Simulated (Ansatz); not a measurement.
Harmonic vibrations of the cluster Mn3⁺ by finite differences.

```yaml
crystal:
  periodic: [false, false, false]
  atoms:
    - {symbol: Mn, position_ang: [0.189998, 1.441752, -0.155027]}
    - {symbol: Mn, position_ang: [1.159396, -0.878405, 0.154072]}
    - {symbol: Mn, position_ang: [-1.349395, -0.563346, 0.000954]}
basis:
  gaussian: {orbitals: def2-TZVP}
total_charge: 1
magnetization: {spin_polarized: true, initial_magnetization: 12}
hamiltonian: {xc: pbe, dispersion: d4}
scf: {omitted_lower_state_checks: [starts]}
phonons: {temperatures: {t_min: 298.15, t_max: 900, t_step: 200}}
```

```sh
$ ansatz run in.yaml --threads 4 --pin off --events-out ev --progress --plain --max-ram 3916MiB
```

It prints (some lines left out):

```
Functional definition: PBE
mean field -93934.72792593 eV, -3452.0375800324 hartree, gradient 5.2e-6 eV, S^2 42.257365; 0 other end points of the search recorded, 0 dependent functions left out
mean field -93934.72787209 eV, -3452.0375780538 hartree, gradient 4.2e-6 eV, S^2 42.258298; 0 other end points of the search recorded, 0 dependent functions left out
mean field -93934.72794071 eV, -3452.0375805755 hartree, gradient 4.1e-6 eV, S^2 42.256432; 0 other end points of the search recorded, 0 dependent functions left out
mean field -93934.72792235 eV, -3452.0375799008 hartree, gradient 2.3e-6 eV, S^2 42.257452; 0 other end points of the search recorded, 0 dependent functions left out
mean field -93934.72792495 eV, -3452.0375799964 hartree, gradient 1.3e-6 eV, S^2 42.257279; 0 other end points of the search recorded, 0 dependent functions left out
mean field -93934.72793924 eV, -3452.0375805216 hartree, gradient 4.2e-6 eV, S^2 42.256792; 0 other end points of the search recorded, 0 dependent functions left out
mean field -93934.72789261 eV, -3452.0375788080 hartree, gradient 3.1e-6 eV, S^2 42.257938; 0 other end points of the search recorded, 0 dependent functions left out
mean field -93934.72789860 eV, -3452.0375790282 hartree, gradient 1.6e-6 eV, S^2 42.257893; 0 other end points of the search recorded, 0 dependent functions left out
mean field -93934.72793916 eV, -3452.0375805187 hartree, gradient 1.1e-6 eV, S^2 42.256837; 0 other end points of the search recorded, 0 dependent functions left out
mean field -93934.72793028 eV, -3452.0375801923 hartree, gradient 4.1e-6 eV, S^2 42.257005; 0 other end points of the search recorded, 0 dependent functions left out
mean field -93934.72790842 eV, -3452.0375793891 hartree, gradient 4.2e-6 eV, S^2 42.257725; 0 other end points of the search recorded, 0 dependent functions left out
mean field -93934.72793876 eV, -3452.0375805039 hartree, gradient 1.2e-6 eV, S^2 42.256751; 0 other end points of the search recorded, 0 dependent functions left out
mean field -93934.72789558 eV, -3452.0375789172 hartree, gradient 1.8e-6 eV, S^2 42.257980; 0 other end points of the search recorded, 0 dependent functions left out
Total energy: -93934.80931438 eV, -3452.0405710028 hartree
Atom 0 at     0.189998     1.441752    -0.155027 Å, force    -0.000999    -0.015634     0.001731 eV/Å
Atom 1 at     1.159396    -0.878405     0.154072 Å, force    -0.013065     0.010436    -0.001797 eV/Å
Atom 2 at    -1.349395    -0.563346     0.000954 Å, force     0.014064     0.005198     0.000067 eV/Å
Dipole moment:     0.000411    -0.000088     0.000029 e Å
Vibrations: 141.82 142.85 271.89 cm⁻¹, zero-point energy 0.034503 eV
Checks for a lower state left out: starts
```

Run time 19 s (4 threads of Arm Neoverse V2 on a shared host).

The charge 1 multiplicity 13 is spin-contaminated (final ⟨S²⟩ up to 42.26, 42.00 for a pure state). The structure comes from a short search, and lower isomers may exist.
